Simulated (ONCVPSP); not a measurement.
# Reading a pseudo-wave (B)

Columns: radius, all-electron u(r) and pseudo u(r) of the 2p shell (level -3.56 eV) of boron in the configuration [He] 2s2 2p1; PBEsol, scalar-relativistic, ONCV scheme, ONCVPSP 4.0.1.

```json
{"r (bohr)": "0.158", "all-electron": "0.0591", "pseudo": "0.0185"}
{"r (bohr)": "0.315", "all-electron": "0.1691", "pseudo": "0.0713"}
{"r (bohr)": "0.473", "all-electron": "0.2829", "pseudo": "0.1531"}
{"r (bohr)": "0.630", "all-electron": "0.3820", "pseudo": "0.2530"}
{"r (bohr)": "0.788", "all-electron": "0.4634", "pseudo": "0.3603"}
{"r (bohr)": "0.945", "all-electron": "0.5270", "pseudo": "0.4618"}
{"r (bohr)": "1.102", "all-electron": "0.5732", "pseudo": "0.5487"}
{"r (bohr)": "1.260", "all-electron": "0.6037", "pseudo": "0.6153"}
{"r (bohr)": "1.418", "all-electron": "0.6205", "pseudo": "0.6585"}
{"r (bohr)": "1.575", "all-electron": "0.6260", "pseudo": "0.6782"}
{"r (bohr)": "1.732", "all-electron": "0.6225", "pseudo": "0.6770"}
{"r (bohr)": "1.890", "all-electron": "0.6120", "pseudo": "0.6589"}
{"r (bohr)": "2.047", "all-electron": "0.5962", "pseudo": "0.6302"}
{"r (bohr)": "2.205", "all-electron": "0.5763", "pseudo": "0.5966"}
{"r (bohr)": "2.362", "all-electron": "0.5538", "pseudo": "0.5635"}
{"r (bohr)": "2.520", "all-electron": "0.5292", "pseudo": "0.5326"}
{"r (bohr)": "2.678", "all-electron": "0.5034", "pseudo": "0.5042"}
{"r (bohr)": "2.835", "all-electron": "0.4773", "pseudo": "0.4774"}
{"r (bohr)": "2.992", "all-electron": "0.4510", "pseudo": "0.4510"}
{"r (bohr)": "3.150", "all-electron": "0.4249", "pseudo": "0.4249"}
{"r (bohr)": "3.308", "all-electron": "0.3994", "pseudo": "0.3994"}
{"r (bohr)": "3.465", "all-electron": "0.3747", "pseudo": "0.3747"}
{"r (bohr)": "3.622", "all-electron": "0.3511", "pseudo": "0.3511"}
{"r (bohr)": "3.780", "all-electron": "0.3283", "pseudo": "0.3283"}
{"r (bohr)": "3.938", "all-electron": "0.3066", "pseudo": "0.3066"}
{"r (bohr)": "4.095", "all-electron": "0.2862", "pseudo": "0.2862"}
```

Task: How many radial nodes do the two functions have?

Result: The all-electron 2p function has n − l − 1 = 0; the pseudo-wave has 0.

Task: At about which radius was the pseudo-wave matched?

Result: 3.15 bohr. The columns agree to 0.0005 from 2.83 bohr on; several derivatives are matched, so the curves merge somewhat inside the radius.

Task: Where does each function peak?

Result: Outermost all-electron maximum near 1.57 bohr, pseudo maximum near 1.57 bohr (to the table’s step).

Task: Is the pseudo-wave norm-conserving?

Result: Yes: the ONCV scheme keeps the norm inside the radius equal to the all-electron one, which fixes the energy derivative of the logarithmic derivative at the level.
